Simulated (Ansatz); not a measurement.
Z-matrix (Å, degrees):
```
C
Ge 1 1.949
H 1 1.090 2 109.8
H 1 1.090 2 110.1 3 -119.8
H 1 1.092 2 110.1 3 120.3
Se 2 2.363 1 110.8 3 57.9
H 2 1.539 1 111.0 3 179.5
H 2 1.538 1 111.8 3 -57.5
H 6 1.469 2 92.9 1 63.7
```

The species carries charge 0 and has multiplicity 1.

**Question.** List the CAM-B3LYP/def2-TZVPP orbital energies in eV (Ansatz 0.2.0). (Estimate.)

**Answer.** The calculation gave: Occupied: -12352.54, -10852.38, -1581.73, -1419.95, -1419.92, -1419.87, -1356.61, -1207.58, -1207.55, -1207.54, -278.80, -214.33, -171.43, -158.45, -158.36, -158.17, -121.77, -121.69, -121.67, -59.28, -59.25, -59.09, -59.02, -58.99, -35.33, -35.30, -35.28, -35.21, -35.20, -21.73, -20.92, -16.44, -13.34, -13.23, -12.15, -10.90, -10.71, -9.74, -8.07. Lowest empty: 0.99, 1.25, 1.84, 2.47, 2.88, 3.48, 3.90, 3.97.
